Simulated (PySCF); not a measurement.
C₂H₅BF₂, SMILES B(F)(CC)F.

Coordinates come from a TPSSh-D3(BJ)/def2-SVP optimisation. One conformer was computed; it need not be the lowest.

Two levels are set side by side: TDA-PBE/def2-SVPD (PySCF) and TDA-B3LYP/def2-SVPD (PySCF). Vertical, same geometry. The lowest singlet is HOMO→LUMO 98 % with PBE and HOMO→LUMO 97 % with the other functional; states are paired by order. Differences are taken from unrounded values.

| quantity | TDA-B3LYP |
|---|---|
| lowest singlet excitation (eV) | 8.05 |
| lowest triplet excitation (TDA) (eV) | 7.24 |

What does TDA-PBE give, and how far is it from TDA-B3LYP? (Estimate from the structure and the level; the computed values follow.)


| quantity | TDA-PBE | TDA-PBE minus TDA-B3LYP |
|---|---|---|
| lowest singlet excitation (eV) | 7.46 | -0.59 |
| lowest triplet excitation (TDA) (eV) | 6.71 | -0.53 |

A lower first singlet is the usual sign of a functional without exact exchange. Differences between two approximate levels are no errors against the true value.

Rough cost on one machine, each run with all the roots and properties that it gave: TDA-B3LYP against TDA-PBE within a factor of 2.
